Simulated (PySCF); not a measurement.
C7H11BO: core ionisation energies

Species: C7H11BO.
Bonds: C1–C2 (double), C2–C3, C3–C4 (triple), C4–C5, C2–C6, C6–B7, B7–O8, O8–C9. Hydrogens: H10, H11 on C1; H12, H13, H14 on C5; H15, H16 on C6; H17 on B7; H18, H19, H20 on C9.

Theory: delta-SCF UKS SCAN, pcX-2 on the ionised atom, pcseg-1 elsewhere, spin-free X2C in PySCF 2.14.0. Binding energies are ΔSCF values: E(core-ionised, relaxed orbitals) − E(ground state) at a fixed geometry, referred to the vacuum level.

Task: List the computed XPS lines with their assignment.

Result: 
| atom(s) | environment | level | binding energy (eV) | above the level's lowest (eV) | count |
| --- | --- | --- | --- | --- | --- |
| C1 | terminal =CH2 carbon | C 1s | 289.35 | 0.00 | 1 |
| C4 | alkyne carbon | C 1s | 289.74 | +0.39 | 1 |
| C3 | alkyne carbon | C 1s | 289.76 | +0.41 | 1 |
| C6 | sp3 carbon bound to boron | C 1s | 289.90 | +0.55 | 1 |
| C2 | fully substituted alkene carbon | C 1s | 290.82 | +1.47 | 1 |
| C5 | propargylic carbon | C 1s | 291.40 | +2.05 | 1 |
| C9 | methoxy carbon | C 1s | 292.45 | +3.10 | 1 |
| O8 | boron-bound oxygen | O 1s | 538.70 | 0.00 | 1 |

The listed C 1s values span 3.10 eV, from C1 (bonded to C (double bond) and 2 H) to C9 (bonded to O and 3 H). The widest gap between neighbouring values is 1.05 eV, between 291.40 and 292.45 eV. Summing the Pauling electronegativity differences to the bonded atoms, each weighted by its formal bond order, gives -0.70 for the lowest site and -0.16 for the highest; the largest sum, 0.00, belongs to C2, 1.63 eV below the top. The smallest sum, -1.21, belongs to C6, 0.55 eV above the lowest. The values 289.74 and 289.76 eV lie too close for their order to be trusted.

Task: Which effective nuclear charge Zeff reproduces each element's mean 1s value in the hydrogen-like formula E = 13.606 eV × Zeff²?

Result: C (Z = 6): mean 290.5 eV, Zeff = 4.62, Z − Zeff = 1.38; O (Z = 8): mean 538.7 eV, Zeff = 6.29, Z − Zeff = 1.71. Means run over the listed sites, weighted by atom count.

Not every level is listed. Spin contamination (⟨S²⟩ against 0.75 for a pure doublet) is marked for C 1s of C2 (0.94), C 1s of C3 (0.90) and C 1s of C4 (0.89), which makes these values less certain. No level of boron is listed. Geometry: PBE0-D3(BJ)/def2-SVP, one conformer, isolated molecule.

Shape of the structure used: `[CH2:1]=[C:2]([C:3]#[C:4][CH3:5])[CH2:6][BH:7][O:8][CH3:9]`: C1–C2–C6–B7 106°, C2–C6–B7–O8 -132°, C6–B7–O8–C9 180°.
